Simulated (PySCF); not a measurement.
## Static response to an electric field

Species: C₆H₅ClO₂S.
SMILES with atom numbers: `[O:1]=[S:2](=[O:3])([Cl:4])[c:5]1[cH:6][cH:7][cH:8][cH:9][cH:10]1` (hydrogens: H11 on C6; H12 on C7; H13 on C8; H14 on C9; H15 on C10)

Geometry (PBE0-D3(BJ)/def2-SVP, Å), atoms numbered from 1 in this order:
```xyz
15
C6H5ClO2S angstrom
O      7.349   -1.517    0.475
S      6.800   -1.227    1.782
O      7.182   -0.058    2.544
Cl     7.229   -2.892    2.985
C      5.037   -1.346    1.727
C      4.449   -2.090    0.707
C      3.061   -2.183    0.676
C      2.295   -1.541    1.651
C      2.907   -0.799    2.661
C      4.294   -0.695    2.708
H      5.075   -2.575   -0.044
H      2.574   -2.757   -0.115
H      1.206   -1.619    1.620
H      2.301   -0.295    3.417
H      4.802   -0.116    3.482
```

Level: B3LYP/def2-SVPD (PySCF), static field, nuclei fixed, core orbitals frozen in the response. The polarisability tensor in these axes (au):

```
x   138.55  -4.22   5.37
y    -4.22  93.78   9.37
z     5.37   9.37 101.66
```

Q: What are the eigenvalues, a third of the trace, and Δα (Δα² = ½Σ(αi − αj)² over the three pairs)?

A: Principal values 86.75, 107.74 and 139.50 au; mean 111.33 au = 16.50 Å³ = 18.36 × 10⁻⁴⁰ C²·m²/J; Δα = 46.00 au (41 % of the mean).

Q: What is the dipole moment, and where does it point?

A: (-5.24, -0.73, 0.11) D, 5.29 D in size, pointing from the negative to the positive side. Measured along this direction, the outermost atoms are O1 and O3 at the negative end and H13 at the positive end.

Q: Give the principal axes and the span of the nuclei along them.

A: Largest value along (0.99, -0.07, 0.12), where the nuclei span 6.22 Å; middle along (-0.06, 0.57, 0.82), 4.31 Å; least along (0.12, 0.82, -0.56), 2.56 Å. The response follows the extents in order.

Q: Orientational against electronic polarisability at 350 K (dilute gas, rigid molecules)?

A: In Gaussian units μ²/3kT = 193.24 Å³ against 16.50 Å³, a ratio of 11.71; the Debye molar polarisation (4π/3)N_A(α + μ²/3kT) is 529.1 cm³/mol, leaving out the vibrational part.

Q: Refractivity n − 1 of an ideal gas of it at 350 K and 1 atm, from the electronic α?

A: N = p/kT = 2.0968 × 10¹⁹ cm⁻³, so n − 1 = 2π × N × 16.50 × 10⁻²⁴ cm³ = 2174 × 10⁻⁶ at long wavelengths, for an ideal gas.

Q: What molar refraction does this α imply?

A: Lorentz–Lorenz: R = (4π/3)N_A α = 2.5225 cm³/(mol·Å³) × 16.50 Å³ = 41.6 cm³/mol, in the limit of long wavelengths.

Q: In TDDFT the mean static polarisability is Σ f/ω² over all singlet excitations (ω in hartree). How much of it do the 6 lowest give? Their energies (eV) and oscillator strengths: 4.80, 0.0138; 4.87, 0.0849; 5.13, 0.0022; 5.64, 0.0001; 5.82, 0.0050; 5.86, 0.0018.

A: They add up to 3.31 au, 3.0 % of the 111.33 au; the largest single term is 2.65 au, from the state at 4.87 eV. Terms in order: 0.44, 2.65, 0.06, 0.00, 0.11, 0.04 au. Higher excitations give the rest. The strengths listed sum to 0.108.

One conformer (not necessarily the lowest) at the PBE0-D3(BJ)/def2-SVP geometry, without solvent, vibrations or thermal averaging.

The run behind these numbers computed excited states as well. The run took 76 s of wall time (grids of density and orbitals included) on an Arm Neoverse V1 with one thread, shared host, and the process peaked at 1.1 GiB of memory.
